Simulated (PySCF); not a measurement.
Molecule: Me2Si(SMe)2, C$_{4}$H$_{12}$S$_{2}$Si.

Geometry (Å), atoms numbered from 1 in this order:
```xyz
19

C     1.779    0.619    1.835
S     1.167    1.396    0.306
Si    0.108   -0.257   -0.573
C     1.210   -1.735   -0.889
C    -0.637    0.435   -2.143
S    -1.382   -0.961    0.809
C    -2.335    0.570    1.063
H     2.044    1.427    2.530
H     2.673    0.009    1.640
H     0.993   -0.004    2.288
H     0.633   -2.556   -1.342
H     1.656   -2.107    0.045
H     2.026   -1.457   -1.575
H    -1.270    1.310   -1.932
H    -1.256   -0.331   -2.637
H     0.156    0.748   -2.841
H    -2.957    0.422    1.955
H    -1.655    1.419    1.229
H    -2.988    0.779    0.204
```

Geometry PBE0-D3(BJ)/def2-SVP throughout; GIAO in PySCF 2.14, gas phase, one conformer, non-relativistic; equivalent atoms averaged; basis pcSseg-1.

Task: How do the absolute shieldings σ depend on the functional? (ppm; last column core-seconds on 1 thread of an Arm Neoverse V1, shared host; the GGAs took longer than the global hybrids here, which isn't the general rule, and the cause wasn't traced)

Result: 
```csv
functional,kind,C1/C7,C4/C5,S2/S6,Si3,H8/H9/H10/H17/H18/H19,H11/H12/H13/H14/H15/H16,core-s
HF,Hartree–Fock,180.5,191.0,748.4,359.4,29.77,31.38,17
LDA,LDA,168.4,180.7,649.2,269.0,28.83,30.46,37
KT2,GGA,169.6,182.6,676.3,319.8,29.16,30.83,42
B97-D,GGA,164.1,178.7,656.4,304.1,29.36,31.06,48
PBE0,global hybrid,171.7,184.2,687.7,310.3,29.31,30.93,33
mPW1PW91,global hybrid,170.6,183.2,684.5,308.9,29.35,30.98,36
WP04,global hybrid,155.8,171.4,626.2,294.6,29.64,31.22,38
CAM-B3LYP,range-separated hybrid,170.8,182.5,678.9,299.8,29.41,31.02,53
wB97X-D,range-separated hybrid,172.2,184.1,689.3,310.0,29.46,31.05,49
```

Task: Which nucleus moves most, in ppm?

Result: S2/S6 (sulfur bonded to C, Si): from 626.2 ppm with WP04 to 748.4 ppm with HF. The smallest spread is 0.92 ppm, at H11/H12/H13/H14/H15/H16. Proton shifts span only some 12 ppm, so a few tenths of a ppm matter as much there as several ppm in carbon.
